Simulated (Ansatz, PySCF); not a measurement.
Process, species as SMILES: N[Si](N)(N)Cl → [NH][Si](N)(N)Cl + H atom (the H-N bond at the site shown breaks; other sites are not compared here)
Geometries: B3LYP-D3(BJ)/def2-TZVP minima from Ansatz (a quantum-chemistry and plane-wave program), one conformer each, not searched for the lowest. Frequencies are from Ansatz or PySCF.
Geometry of the first species:
```
Si
N 1 1.7036
H 2 1.0067 1 119.06
H 2 1.0068 3 112.37 1 -152.40
N 1 1.7036 2 110.19 3 124.01
H 5 1.0066 1 119.06 2 1.60
H 5 1.0067 6 112.38 1 -152.47
N 1 1.7038 2 110.10 3 2.24
H 8 1.0067 1 118.98 2 124.17
H 8 1.0068 9 112.34 1 -152.12
Cl 1 2.1018 2 108.83 3 -116.92
```

Wanted: bond dissociation energy (enthalpy at 298 K, with B3LYP-D3(BJ) rigid-rotor harmonic-oscillator terms), in kcal/mol. Valence correlation only, unless marked. Open shells are spin-unrestricted. Spin-orbit coupling is left out. Non-relativistic. CBS(X,Y): correlation extrapolated as X^-3; Hartree-Fock from the larger set.

```csv
level,program,bond dissociation energy (kcal/mol)
HF/cc-pV(Q+d)Z,Ansatz,81.1
SVWN5/def2-TZVPD,Ansatz,122.4
PBE-D4/def2-TZVPD,Ansatz + dftd4,107.4
BLYP-D3(BJ)/def2-TZVPD,Ansatz + dftd3,106.3
r2SCAN-D3(BJ)/def2-TZVPD,Ansatz + dftd3,106.1
r2SCAN-D4/def2-TZVPD,Ansatz + dftd4,106.1
B97M-V/def2-TZVPD,Ansatz,107.6
```

Q: What does CCSD(T)/CBS(cc-pV(T+d)Z,cc-pV(Q+d)Z) (Ansatz) give?

A: 112.5 kcal/mol, so B97M-V/def2-TZVPD differs from it by -4.9 kcal/mol.
